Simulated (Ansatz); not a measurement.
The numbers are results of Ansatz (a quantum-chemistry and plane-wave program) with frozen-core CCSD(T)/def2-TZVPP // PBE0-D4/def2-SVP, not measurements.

Ansatz 0.2 input:
```yaml
crystal:
  periodic: [false, false, false]
  atoms:
    - { symbol: In, position_ang: [0.073405, -0.00082, -0.003283] }
    - { symbol: H, position_ang: [0.267239, 1.727225, -0.065239] }
    - { symbol: H, position_ang: [0.304051, -0.824664, 1.511867] }
    - { symbol: H, position_ang: [0.15584, -0.913821, -1.482398] }
    - { symbol: C, position_ang: [-4.949088, 0.077987, 0.244074] }
    - { symbol: C, position_ang: [-3.502821, 0.055567, 0.172744] }
    - { symbol: N, position_ang: [-2.351625, 0.037672, 0.115938] }
    - { symbol: H, position_ang: [-5.374573, -0.023327, -0.76448] }
    - { symbol: H, position_ang: [-5.286928, 1.027732, 0.682628] }
    - { symbol: H, position_ang: [-5.305312, -0.753096, 0.869286] }
basis:
  gaussian: { orbitals: def2-TZVPP }
correlation:
  method: ccsd_t
```

Output:

```
Functional definition: HF
1513 factors; integrals over basis functions are off by at most 1.2e-3 eV
mean field evaluation 1: about -8783.6726 eV, gradient 3.2e1 eV
mean field evaluation 2: about -8783.8539 eV, gradient 3.2e1 eV
mean field evaluation 4: about -8786.6779 eV, gradient 5.0e0 eV
mean field evaluation 8: about -8786.7659 eV, gradient 2.8e-1 eV
mean field evaluation 16: about -8785.4193 eV, gradient 2.4e1 eV
mean field -8786.76629393 eV, -322.9077054180 hartree, gradient 2.9e-6 eV, S^2 0.000000; 0 other end points of the search recorded, 0 dependent functions left out
7 core orbitals not correlated
reference -8786.76629393 eV, -322.9077054180 hartree; 16, 16 occupied and 204, 204 virtual orbitals, 1513 factors
second order -22.45029886 eV of doubles, -0.00000000 eV of singles
cycle   1  -22.32174940 eV  change    1.3e-1 eV  update   1.2e-1
cycle   2  -23.02516814 eV  change   -7.0e-1 eV  update   3.7e-2
cycle   3  -23.15344722 eV  change   -1.3e-1 eV  update   1.8e-2
cycle   4  -23.14873106 eV  change    4.7e-3 eV  update   4.4e-3
cycle   5  -23.14976438 eV  change   -1.0e-3 eV  update   1.7e-3
cycle   6  -23.14976510 eV  change   -7.1e-7 eV  update   3.7e-4
cycle   7  -23.14984111 eV  change   -7.6e-5 eV  update   1.4e-4
cycle   8  -23.14990295 eV  change   -6.2e-5 eV  update   4.0e-5
cycle   9  -23.14992214 eV  change   -1.9e-5 eV  update   1.7e-5
perturbative correction -0.90175662 eV, -0.0331389446 hartree
Total energy: -8810.81797269 eV, -323.7915883096 hartree
```

Cost: roughly 4 core-minutes.
